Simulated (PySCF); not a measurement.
Compound: (Cl)3Ti-S-SiH3 (singlet state).
Bonds: Ti1–Cl2, Ti1–Cl3, Ti1–Cl4, Ti1–S5, S5–Si6. Hydrogens: H7, H8, H9 on Si6.

Computed by this run: PBE0-D3(BJ)/def2-SVP geometry optimisation, gas phase in PySCF 2.14.0; density fitting, grid level 1; the optimiser is geomeTRIC in internal coordinates, started from a GFN2-xTB structure with every atom displaced at random (about 0.03 Å).

At the end of the run (lengths in Å): Ti1–Cl2 2.163, Si6–H8 1.489, Si6–H9 1.489, S5–Si6 2.174, Ti1–S5 2.229, Ti1–Cl4 2.153, Ti1–Cl3 2.167, Ti1–S5–Si6 97.3°, Cl2–Ti1–Cl4 110.7°, Cl2–Ti1–S5 109.8°, Cl2–Ti1–Cl3 109.6°, Cl2–Ti1–S5–Si6 -71°, H7–Si6–S5–Ti1 150°.

Task: These geometries were met on the way; a selection of coordinates is given. Order them by energy above the end point, lowest first.
A. Ti1–Cl2 2.161, Si6–H8 1.488, Si6–H9 1.490, S5–Si6 2.176, Ti1–S5 2.228, Ti1–Cl4 2.158, Ti1–Cl3 2.167, Ti1–S5–Si6 97.8°, Cl2–Ti1–Cl4 111.7°, Cl2–Ti1–S5 108.9°, Cl2–Ti1–Cl3 109.0°, Cl2–Ti1–S5–Si6 -71°, H7–Si6–S5–Ti1 154°
B. Ti1–Cl2 2.139, Si6–H8 1.490, Si6–H9 1.495, S5–Si6 2.162, Ti1–S5 2.226, Ti1–Cl4 2.163, Ti1–Cl3 2.181, Ti1–S5–Si6 92.7°, Cl2–Ti1–Cl4 109.5°, Cl2–Ti1–S5 111.6°, Cl2–Ti1–Cl3 111.0°, Cl2–Ti1–S5–Si6 -72°, H7–Si6–S5–Ti1 156°
C. Ti1–Cl2 2.163, Si6–H8 1.491, Si6–H9 1.494, S5–Si6 2.176, Ti1–S5 2.231, Ti1–Cl4 2.155, Ti1–Cl3 2.172, Ti1–S5–Si6 93.9°, Cl2–Ti1–Cl4 110.2°, Cl2–Ti1–S5 110.9°, Cl2–Ti1–Cl3 110.2°, Cl2–Ti1–S5–Si6 -72°, H7–Si6–S5–Ti1 156°
D. Ti1–Cl2 2.057, Si6–H8 1.416, Si6–H9 1.432, S5–Si6 2.120, Ti1–S5 2.200, Ti1–Cl4 2.178, Ti1–Cl3 2.191, Ti1–S5–Si6 91.8°, Cl2–Ti1–Cl4 106.3°, Cl2–Ti1–S5 112.7°, Cl2–Ti1–Cl3 112.3°, Cl2–Ti1–S5–Si6 -74°, H7–Si6–S5–Ti1 157°

Result: A (0.002 eV), C (0.014 eV), B (0.042 eV), D (0.326 eV).

```
step  E above end (eV)  rms distance from the end, all atoms (Å)  largest force (eV/Å)  rms shift of all bonds from the end (Å)
   7             0.002                                     0.054                 0.063                                    0.002
   2             0.014                                     0.102                 0.191                                    0.003
   1             0.042                                     0.117                 0.795                                    0.012
   0             0.326                                     0.150                 2.629                                    0.056
```

Rows stand in the order of the answer.
